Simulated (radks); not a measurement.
Problem. The mean radii <r> (bohr) of the occupied orbitals of an atom or ion are listed with their occupations. Method: non-relativistic Kohn-Sham, LB94 model potential, spin-polarised, spherical densities, point nucleus; computed with a radial shooting solver on a logarithmic mesh with Libxc functionals.

| orbital | occ. | <r> |
|---|---|---|
| 1s | 2 | 0.9303 |

Name the element and its charge. Open shells, if any, are filled with parallel spins first.

Solution. Z = 2, helium, charge 0: He in [He]. The 1s radius gives Z: for a bare nucleus <r> = 1.5/Z, 0.75 bohr for Z = 2, and screening makes it slightly larger (0.9303 here). The occupations add up to 2, and the charge is Z minus that.
